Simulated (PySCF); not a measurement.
`O=CC([SeH])(C=O)CS`, C4H6O2SSe

Geometry:
| atom | x (Å) | y (Å) | z (Å) |
| --- | --- | --- | --- |
| O1 | 0.453 | -0.559 | -2.127 |
| C2 | -0.419 | -0.408 | -1.319 |
| C3 | -0.209 | 0.229 | 0.039 |
| Se4 | -1.197 | 1.953 | -0.372 |
| C5 | -0.956 | -0.519 | 1.095 |
| O6 | -2.146 | -0.452 | 1.242 |
| C7 | 1.249 | 0.500 | 0.349 |
| S8 | 2.188 | -1.051 | 0.579 |
| H9 | -1.472 | -0.674 | -1.512 |
| H10 | -2.427 | 1.433 | 0.188 |
| H11 | -0.320 | -1.177 | 1.707 |
| H12 | 1.710 | 1.057 | -0.468 |
| H13 | 1.351 | 1.058 | 1.281 |
| H14 | 2.192 | -1.393 | -0.705 |

Level of theory: PySCF, GIAO PBE/pcSseg-1 magnetisability, rotational g tensor and spin-rotation constants, non-relativistic, gas phase. Geometry: GFN2-xTB.

The calculation is non-relativistic, which matters for the atoms heavier than Zn.

(1) How diamagnetic is it, and how anisotropic?

(2) Split it along the inertial axes a, b, c into diamagnetic and paramagnetic parts about the centre of mass, with the quadrupole moment.

(3) And the rotational g tensor?

Answers

(1) Isotropic -1443 × 10⁻³⁰ J/T², or -86.9 × 10⁻⁶ cm³/mol; principal values -1692, -1401, -1235 × 10⁻³⁰ J/T², anisotropy 400 × 10⁻³⁰ J/T² (root of half the summed squared differences of the principal values). The susceptibility is in cgs units.

(2) 
```tsv
axis	χ (10⁻⁶ cm³/mol)	diamagnetic (10⁻⁶ cm³/mol)	paramagnetic (10⁻⁶ cm³/mol)	summed x² of all electrons (Å²)	quadrupole Θ (D Å)
a	-90.8	-775.3	684.5	286.6	+2.31
b	-79.9	-1530.8	1450.9	108.5	-5.45
c	-89.9	-1676.0	1586.0	74.3	+3.13
```
Anisotropies 2χaa − χbb − χcc = -11.8 and 2χbb − χaa − χcc = +21.0 × 10⁻⁶ cm³/mol. Θ is traceless in Buckingham's convention.

(3) 
```tsv
axis	rotational constant (GHz)	g	nuclear part	electronic part
a	1.7346	-0.0281	0.5296	-0.5578
b	0.7540	-0.0145	0.4995	-0.5140
c	0.6845	-0.0115	0.4985	-0.5101
```
Asymmetric top; isotopes 12C, 1H, 16O, 32S, 80Se; no vibrational averaging.
